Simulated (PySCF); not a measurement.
An unknown is described by computed data only.

Elements present: Al, C, Cl and H. Monoisotopic mass: 111.9427 u.

| Item | Value |
| --- | --- |
| NMR, other nuclei | isotropic shieldings of nuclei other than C and H, by class: 351 (1 Al), 875 (2 Cl) ppm [GIAO B3LYP/pcSseg-1 (pcSseg-2 on Al)] |
| Rotational structure | rotational constants A, B, C: 3.916, 2.247, 1.441 GHz [PBE0-D3(BJ)/def2-SVP] |
| UV, first state | lowest singlet excitation: 6.78 eV (183 nm, f = 0.006) [TDDFT wB97X-D/def2-SVPD] |
| Polarisability | 63.1 au [wB97X-D/def2-SVPD] |
| 13C NMR | chemical shifts (computed TMS as zero) by class: -9.0 (1 C) ppm [GIAO B3LYP/pcSseg-1 (pcSseg-2 on Al)] |
| Dipole | 2.24 D [wB97X-D/def2-SVPD] |
| Triplet | lowest triplet excitation (Tamm–Dancoff): 6.44 eV [TDA wB97X-D/def2-SVPD] |
| 1H NMR | chemical shifts (computed TMS as zero) by class: 0.03 (3 H) ppm [GIAO B3LYP/pcSseg-1 (pcSseg-2 on Al)] |
| UV, strongest line | among the 15 lowest singlet transitions: S12 at 9.13 eV (136 nm, f = 0.280) [TDDFT wB97X-D/def2-SVPD] |
| XPS | Cl2p3/2 205.9 (×2), C1s 290.6, Al1s 1568.5, Cl1s 2828.5 (×2) eV [ΔSCF SCAN, pcX-2 on the ionised atom, pcseg-1 elsewhere, spin-free X2C, 2p3/2 from a spin–orbit splitting computed afterwards within the 2p shell] |

Electronic properties: PySCF, gas phase, density fitting. Levels stand in brackets. Isolated species at its PBE0-D3(BJ)/def2-SVP geometry, gas phase. NMR values are class means; diastereotopic atoms form classes of their own.

Question: Which formula fits the mass and the elements?

Answer: CH3AlCl2 (calculated 111.9427). No other formula that holds each of these elements comes within 0.0003 u with a fitting electron parity and a possible valence count.

Question: What is the compound? Reason from the data.

Answer: The one carbon: carbon bonded to Al and 3 H (-9.0 ppm). All hydrogens form one class (0.03 ppm): hydrogen on carbon. The other shieldings belong to: 351 ppm, aluminium bonded to C and 2 Cl; 875 ppm, chlorine bonded to Al. The core levels belong to: Cl2p3/2 205.9 eV, chlorine bonded to Al; C1s 290.6 eV, carbon bonded to Al and 3 H; Al1s 1568.5 eV, aluminium bonded to C and 2 Cl; Cl1s 2828.5 eV, chlorine bonded to Al. One atom of each topological class was ionised and stands for its class. By its constants the optimised geometry is an asymmetric top. Structure: `[CH3][Al]([Cl])[Cl]` (AlCl2Me). The assignments are read from this structure; whether some other isomer fits the data as well wasn't checked.
